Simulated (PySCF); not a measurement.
**Ionisation energy of Cu by level of theory**

Cu [Ar] 3d10 4s1 (2S) → Cu⁺ [Ar] 3d10 (1S), as a difference of total energies. Computed with PySCF 2.14 in jorge-DZP-DKH (8s6p2d1f, 43 functions), with scalar relativity by spin-free X2C-1e. Correlated levels: valence: [Ar] frozen. The calculations carry no spin-orbit coupling.

| method | ionisation energy (eV) |
| --- | --- |
| UHF | 6.446 |
| BP86 | 7.940 |
| B3LYP | 7.824 |
| MP2 (valence) | 6.947 |
| SCS-MP2 (valence) | 6.877 |
| CCSD (valence) | 6.920 |
| CCSD(T) (valence) | 6.957 |

Errors of the correlated levels include the incompleteness of this basis and the frozen core.

**Question.** Which method comes closest to the reference value, and which is furthest?

**Answer.** The reference is 7.726 eV (measured; NIST Atomic Spectra Database, ionization energies). Closest: B3LYP (error 0.098 eV); furthest: UHF (error -1.280 eV).
